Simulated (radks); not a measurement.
Spherical jellium clusters: N electrons in a uniform positive sphere of charge N and radius rs N^(1/3), rs = 2.89 bohr. Method: non-relativistic Kohn-Sham, LDA (Slater exchange, Perdew-Wang correlation), spin-polarised, spherical densities; computed with a radial shooting solver with Libxc functionals. Levels are named by radial order and angular momentum (1s, 1p, 1d, 2s, ...), and open shells are averaged over m.

N = 3, configuration 1s2 1p(up 1, down 0). This is the lowest configuration that the search found. Occupied and some empty levels:

level    occupation  eigenvalue (eV)  <r> (bohr)
1s up             1          -5.4478       3.306
1s down           1          -5.0484       3.282
1p up             1          -2.3350       4.809
1p down           0          -1.9204       4.944
2s up             0         -0.60156       8.728
2s down           0         -0.45811       9.411

Energy (eV): total -3.18192, kinetic 8.1652, external -63.680, Hartree 29.286, exchange-correlation -12.207, background 35.254.
